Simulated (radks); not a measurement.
Values are calculated unless marked as measured or tabulated.
Valence configurations of Fe II (all share [Ar]). Code: a radial shooting solver on a logarithmic mesh with Libxc functionals. Model: scalar-relativistic Kohn-Sham, LDA (Slater exchange, Perdew-Wang correlation), spin-polarised, spherical densities, finite nucleus; open shells are filled with parallel spins first; Fermi nuclear charge, rms radius 3.7377 fm. Energies are relative to 3d6 4s1; eigenvalues in eV for spin up.

| valence | E (eV) | moment (Bohr magnetons) | e(3d) | e(4p) | e(4s) |
|---|---|---|---|---|---|
| 3d6 4s1 | 0.000 | 5 | -17.582 | - | -13.296 |
| 3d6.5 4s0.5 | 0.004 | 4 | -15.044 | - | -12.339 |
| 3d7 | 0.369 | 3 | -12.771 | - | - |
| 3d5.5 4s1.5 | 1.486 | 5 | -20.446 | - | -14.032 |
| 3d6 4s0.5 4p0.5 | 2.644 | 5 | -18.265 | -8.422 | -13.724 |
| 3d5 4s2 | 3.608 | 5 | -23.543 | - | -14.757 |
| 3d6 4p1 | 5.305 | 5 | -18.933 | -8.786 | - |
| 3d5 4s1 4p1 | 7.410 | 7 | -24.787 | -10.038 | -15.971 |
| 3d4 4s2 4p1 | 21.031 | 5 | -31.325 | -10.940 | -17.387 |
| 3d3 4s2 4p2 | 44.592 | 5 | -39.588 | -12.758 | -19.846 |

NIST lists [Ar] 3d6 4s1 as the ground configuration; this level of theory agrees among the configurations tried. The energies are those of spherical high-spin densities, not of single terms.
